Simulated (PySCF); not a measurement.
C5H7FN (doublet state).
Structure used (GFN2-xTB), in Å, numbered top down from 1:
```xyz
14
C5H7FN angstrom
C      2.006    0.449   -0.282
C      1.010   -0.636   -0.336
C     -0.413   -0.379   -0.610
F     -1.005   -1.499   -1.160
C     -1.201   -0.030    0.692
C     -2.519    0.460    0.387
N     -3.555    0.863    0.120
H      2.808    0.273   -1.006
H      2.490    0.495    0.698
H      1.554    1.415   -0.497
H      1.305   -1.647   -0.116
H     -0.550    0.435   -1.338
H     -0.653    0.735    1.245
H     -1.280   -0.934    1.301
```

The hyperfine couplings belong to this conformer and change with its torsions.

Identity: `C[CH][C@@H](F)CC#N` [radical].

The calculation used UKS B3LYP, pcH-1 on C F H N, non-relativistic, mean-field spin-orbit, GIAO in PySCF 2.14.0. Geometry: GFN2-xTB, one conformer, isolated molecule. A GFN2-xTB geometry isn't a minimum of the functional, and hyperfine couplings can be far from their values at a DFT geometry. No stability test was run, so a lower SCF solution isn't excluded.

Principal values of hyperfine tensors in MHz (contact and dipolar terms together), for some of the nuclei:

| atom | isotope | A1 | A2 | A3 |
| --- | --- | --- | --- | --- |
| H8 | 1H | 118.12 | 119.84 | 132.87 |
| H9 | 1H | 106.16 | 108.04 | 120.50 |
| C2 | 13C | 9.86 | 10.55 | 253.23 |
| C5 | 13C | 80.17 | 80.63 | 94.03 |
| H12 | 1H | 48.78 | 50.79 | 64.21 |
| F4 | 19F | 25.78 | 31.57 | 105.15 |
| C3 | 13C | -39.18 | -37.60 | -34.52 |
| C1 | 13C | -36.56 | -32.55 | -32.20 |

Question: Give the isotropic coupling of each nucleus in MHz and in mT (g = 2.0025), and the anisotropic part.

Answer: a_iso = (A1 + A2 + A3)/3, Ti = Ai − a_iso; 1 mT corresponds to 28.028 MHz.

```json
{"atom": "H8", "a_iso (MHz)": "123.61", "a_iso (mT)": "4.410", "T1": "-5.49", "T2": "-3.77", "T3": "9.26"}
{"atom": "H9", "a_iso (MHz)": "111.57", "a_iso (mT)": "3.981", "T1": "-5.40", "T2": "-3.53", "T3": "8.93"}
{"atom": "C2", "a_iso (MHz)": "91.21", "a_iso (mT)": "3.254", "T1": "-81.35", "T2": "-80.66", "T3": "162.01"}
{"atom": "C5", "a_iso (MHz)": "84.94", "a_iso (mT)": "3.031", "T1": "-4.77", "T2": "-4.31", "T3": "9.09"}
{"atom": "H12", "a_iso (MHz)": "54.60", "a_iso (mT)": "1.948", "T1": "-5.81", "T2": "-3.81", "T3": "9.62"}
{"atom": "F4", "a_iso (MHz)": "54.17", "a_iso (mT)": "1.933", "T1": "-28.38", "T2": "-22.60", "T3": "50.98"}
{"atom": "C3", "a_iso (MHz)": "-37.10", "a_iso (mT)": "-1.324", "T1": "-2.08", "T2": "-0.50", "T3": "2.58"}
{"atom": "C1", "a_iso (MHz)": "-33.77", "a_iso (mT)": "-1.205", "T1": "-2.79", "T2": "1.22", "T3": "1.57"}
```

Question: What spin density at the nucleus of F4 lies behind its contact coupling (g_N = 5.25774)?

Answer: a_FC = 800.24 MHz bohr³ × g_N × ρ(0)/(2S). With a_FC = 54.17 MHz and 2S = 1, ρ(0) = 0.01287 bohr⁻³.

Question: H11 (1H, g_N = 5.58569) isn't in the table. Its spin density at the nucleus is -0.01407 bohr⁻³. What is its contact coupling?

Answer: By the same relation, a_FC = -62.9 MHz. Its full tensor has the principal values -101.36, -63.48, -23.86 MHz.

Question: Name the largest traceless tensor T of the table and describe it.

Answer: C2: -81.4, -80.7, 162.0 MHz, axial, in the ratio −1:−1:+2, the form that spin in one p orbital centred on that nucleus gives.

Question: What first-order splitting does H8 cause when the field lies along A1, A2 or A3 of its tensor (g taken as isotropic, no quadrupole term)?

Answer: 2 lines (I = 1/2), spaced by |A_i|/(g × 13.996): 4.21, 4.28, 4.74 mT along the axes of A1, A2 and A3.

On Arm Neoverse V1, one thread, shared host with 64 logical CPUs at a one-minute load of 33, this took 45 s wall (grids of density and orbitals included) and 0.89 GiB of memory at its peak.
